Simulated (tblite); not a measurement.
C₆H₅F₂O₂ (doublet state).
Numbering: `[O:1]=[C:2]1[CH:3]=[CH:4][CH:5][C@@H:6]1[O:7][CH:8]([F:9])[F:10]` (hydrogens: H11 on C3; H12 on C4; H13 on C5; H14 on C6; H15 on C8)
Bond orders are those of one Lewis drawing.

Computed with GFN2-xTB (tblite), gas phase: L-BFGS steps from a force-field or distance-geometry start until the largest atomic force falls under 0.01 eV/Å.

Step 8: E = -894.9270 eV
```
atom  x, y, z in Å  |  force x, y, z in eV/Å
O1     -0.3642    1.5346    1.7366   -0.220   0.280  -0.364
C2     -0.7965    0.9246    0.7992    0.138   0.084   0.107
C3     -2.0998    0.7585    0.1891    0.097  -0.899   0.085
C4     -2.1450   -0.5488   -0.3275    0.260   0.046   0.234
C5     -0.9109   -1.1943   -0.1712    0.032   0.351  -0.103
C6      0.0885   -0.1024   -0.0495    0.384  -0.193   0.058
O7      1.3704   -0.4605    0.4319    0.272   0.265   0.000
C8      2.4569    0.0281   -0.2106    0.240   0.358  -0.300
F9      3.2478    0.8198    0.5543   -0.352  -0.220   0.333
F10     3.2887   -0.9690   -0.6056   -0.330  -0.102   0.142
H11    -2.9536    1.3889    0.3828    0.230   0.015  -0.264
H12    -2.9724   -1.0395   -0.8248   -0.134   0.207   0.512
H13    -0.6990   -2.1809    0.2193   -0.135   0.127  -0.709
H14     0.2233    0.3974   -1.0257   -0.160  -0.013   0.114
H15     2.2616    0.6514   -1.1202   -0.322  -0.304   0.154
```

Step 9: E = -895.0152 eV
```
atom  x, y, z in Å  |  force x, y, z in eV/Å
O1     -0.3798    1.5787    1.7272   -0.245  -0.004  -0.732
C2     -0.7896    0.9385    0.7914   -0.026   0.352   0.477
C3     -2.1052    0.7652    0.1903    0.164  -0.866   0.193
C4     -2.1404   -0.5571   -0.3058   -0.021   0.193   0.127
C5     -0.9104   -1.1926   -0.1533    0.118   0.125  -0.116
C6      0.0946   -0.1025   -0.0287    0.376  -0.155  -0.093
O7      1.3875   -0.4618    0.4343   -0.043   0.241   0.058
C8      2.4712    0.0294   -0.2094    0.003   0.372  -0.361
F9      3.2459    0.8182    0.5749   -0.295  -0.300   0.069
F10     3.2880   -0.9822   -0.6029   -0.270   0.130   0.156
H11    -2.9656    1.4113    0.3760    0.571  -0.280  -0.317
H12    -2.9785   -1.0506   -0.7912   -0.005   0.225   0.558
H13    -0.6879   -2.2211    0.1220   -0.156   0.406  -0.620
H14     0.2143    0.3822   -1.0190   -0.086  -0.026   0.187
H15     2.2518    0.6524   -1.1276   -0.085  -0.413   0.413
```

Step 10: E = -895.0984 eV
```
atom  x, y, z in Å  |  force x, y, z in eV/Å
O1     -0.3960    1.6207    1.7103   -0.143  -0.199  -0.904
C2     -0.7780    0.9427    0.7849   -0.224   0.513   0.713
C3     -2.1060    0.7477    0.2036    0.234  -0.471   0.210
C4     -2.1331   -0.5682   -0.2890    0.100   0.115   0.142
C5     -0.8952   -1.1992   -0.1471   -0.282   0.885  -0.325
C6      0.1123   -0.1036   -0.0139    0.048  -0.183  -0.154
O7      1.4080   -0.4520    0.4380   -0.425   0.112   0.154
C8      2.4858    0.0373   -0.2125   -0.326   0.196  -0.223
F9      3.2325    0.8129    0.6055   -0.085  -0.264  -0.272
F10     3.2755   -0.9982   -0.5971   -0.081   0.362   0.105
H11    -2.9613    1.4233    0.3587    0.758  -0.517  -0.280
H12    -2.9899   -1.0482   -0.7494    0.045   0.083   0.463
H13    -0.6906   -2.2279    0.0332    0.086  -0.253  -0.354
H14     0.2026    0.3742   -1.0110    0.050  -0.008   0.165
H15     2.2291    0.6465   -1.1361    0.243  -0.373   0.562
```

Q: Estimate the geometry and energy of step 11. (The exact step hangs on the optimiser's Hessian estimate; all steps are aligned on step 10, rigid shifts and turns removed.)

A: E = -895.1298 eV, largest force 1.573 eV/Å
```
atom  x, y, z in Å  |  force x, y, z in eV/Å
O1     -0.4173    1.6868    1.6830    0.015  -0.166  -0.791
C2     -0.7832    0.9716    0.7813   -0.146   0.281   0.590
C3     -2.1077    0.7471    0.2123    0.193  -0.125   0.326
C4     -2.1289   -0.5745   -0.2545   -0.350   0.126  -0.039
C5     -0.8988   -1.1838   -0.1255    0.452  -1.304  -0.364
C6      0.1227   -0.1081    0.0113   -0.209   0.115  -0.227
O7      1.4231   -0.4502    0.4439   -0.676   0.001   0.267
C8      2.4961    0.0416   -0.2133   -0.514  -0.056   0.034
F9      3.2273    0.8021    0.6247    0.095  -0.124  -0.371
F10     3.2725   -1.0047   -0.5899    0.043   0.398   0.025
H11    -2.9564    1.4407    0.3409    0.778  -0.620  -0.245
H12    -2.9959   -1.0627   -0.6872    0.091   0.070   0.413
H13    -0.6726   -2.2866   -0.1222   -0.259   1.541  -0.182
H14     0.1912    0.3505   -0.9959    0.154   0.079   0.123
H15     2.2235    0.6381   -1.1308    0.334  -0.217   0.441
```

The energy changes by -0.0314 eV. The first-order estimate −F·Δx gives -0.1337 eV and the mean of the old and new forces, exact on a quadratic surface, -0.0219 eV. The step makes an angle of 74° with the force vector and moves no atom by more than 0.167 Å.

What follows is the cost of the whole relaxation. On an Arm Neoverse V2 with one thread, on a shared host, this took 0.63 s of wall time.
